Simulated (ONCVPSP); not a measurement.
Plane-wave convergence, ONCV potential for S

sulfur (S), optimised norm-conserving Vanderbilt (ONCV), made with ONCVPSP 4.0.1 (PBE, scalar-relativistic). Core [He], reference 2s2 2p6 3s1 3p5. Waves: 2s+3s: rc 0.65 bohr, ncon 5, nbas 8, qcut 18.7 1/bohr, 2 projectors; 2p+3p: rc 0.95 bohr, ncon 4, nbas 8, qcut 12 1/bohr, 3 projectors, debl 3.8 Ha; d scattering state at 0.02 Ha: rc 0.65 bohr, ncon 4, nbas 7, qcut 14.2 1/bohr, local. Local part: the d channel. Core correction: none.

Question: For each optimised wave give the share of its norm inside rc, the residual kinetic energy above qcut (Ha) and the cutoffs (Ha) for errors of 10, 1, 0.1 and 0.01 mHa per electron.

Answer:

```json
{"wave": "2s", "norm inside rc": "0.822", "residual KE": "6.4e-05", "10 mHa": "111.7", "1 mHa": "143.0", "0.1 mHa": "168.8", "0.01 mHa": "370.9"}
{"wave": "3s", "norm inside rc": "0.043", "residual KE": "1.8e-05", "10 mHa": "78.4", "1 mHa": "123.5", "0.1 mHa": "155.3", "0.01 mHa": "185.5"}
{"wave": "2p", "norm inside rc": "0.971", "residual KE": "1.8e-03", "10 mHa": "63.4", "1 mHa": "94.6", "0.1 mHa": "226.8", "0.01 mHa": "313.7"}
{"wave": "3p", "norm inside rc": "0.063", "residual KE": "1.4e-03", "10 mHa": "59.6", "1 mHa": "75.2", "0.1 mHa": "242.8", "0.01 mHa": "301.6"}
{"wave": "p projector 3", "norm inside rc": "0.057", "residual KE": "3.1e-03", "10 mHa": "64.2", "1 mHa": "80.1", "0.1 mHa": "168.2", "0.01 mHa": "358.2"}
{"wave": "d projector 1", "norm inside rc": "0.000", "residual KE": "5.0e-04", "10 mHa": "0.0", "1 mHa": "0.5", "0.1 mHa": "not reached", "0.01 mHa": "not reached"}
```

The occupied waves need 143 Ha and 243 Ha for 1 and 0.1 mHa. Rows with under 1 % of the norm inside rc give no meaningful cutoff. Its largest configuration-test error is -313 meV.
